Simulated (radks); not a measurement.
Dipole-allowed excitations along the series with 10 electrons in [Ne]. All-electron calculation, non-relativistic Kohn-Sham, LB94 model potential, spin-unpolarised, spherical densities, point nucleus. Program: a radial shooting solver on a logarithmic mesh with Libxc functionals. Time-dependent linear response with the Hartree and adiabatic LDA kernel, continuum included through the Sternheimer equations. Lines are the poles of the dipole polarisability below minus the highest occupied eigenvalue, found on a grid refined at the orbital gaps; the lowest seven at most are given, and weak or close lines can be missed. The first line takes the name of the lowest orbital gap if no other gap lies below it; otherwise a line is named after a gap within 0.6 % of it, if that gap stands alone.

species,-e(HOMO) (eV),lowest orbital gap (eV),first line (eV),f,strongest line (eV),its f,static alpha (bohr^3)
Mg2+,78.304,2p-3s 51.796,52.031 (2p-3s),0.219,65.007 (2p-3d),0.519,0.4979
Al3+,117.34,2p-3s 74.819,75.146 (2p-3s),0.221,93.144 (unassigned),0.829,0.2790
Si4+,163.29,2p-3s 101.63,102.05 (2p-3s),0.220,125.13 (unassigned),1.11,0.1703
P5+,216.11,2p-3s 132.23,132.74 (2p-3s),0.217,160.96 (unassigned),1.37,0.1105
